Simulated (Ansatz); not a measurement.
```yaml
crystal:
  periodic: [true, true, true]
  atoms:
    - {symbol: O, position_ang: [0.487640, 3.012012, 0.816659]}
    - {symbol: C, position_ang: [0.310659, 1.908464, 0.510008]}
    - {symbol: N, position_ang: [0.126400, 0.761556, 0.190360]}
    - {symbol: Ti, position_ang: [-0.150756, -1.019021, -0.280158]}
    - {symbol: F, position_ang: [-1.375139, -1.710210, 0.746390]}
    - {symbol: F, position_ang: [1.332267, -1.910628, -0.089562]}
    - {symbol: F, position_ang: [-0.669772, -1.110073, -1.939396]}
basis:
  gaussian: {orbitals: def2-mTZVP, final_grid: {core_spheres: 8, valence_spheres: 7, degree: 23}}
total_charge: 1
magnetization: {spin_polarized: true, initial_magnetization: 1}
hamiltonian: {xc: {name: PBE}}
scf: {lower_state_search: full}
output: {forces: true}
```

```sh
$ ansatz run in.yaml --threads 4 --pin off --events-out ev --progress --plain --max-ram 11315MiB
```

Output, abridged:

```
Error: YAML parse error: error: line 2 column 3: crystal: missing field `lattice` (a structure is typed as `lattice` and `atoms`, a molecule's as `atoms` in Å alone, or read from a run's directory, `checkpoint`)
 --> <input>:2:3
1 | crystal:
2 |   periodic: [true, true, true]
3 |   atoms:
4 |     - {symbol: O, position_ang: [0.487640, 3.012012, 0.816659]}
```

Task: What is wrong with this run?

Result: The molecule is marked periodic without a cell. The program refused the input.
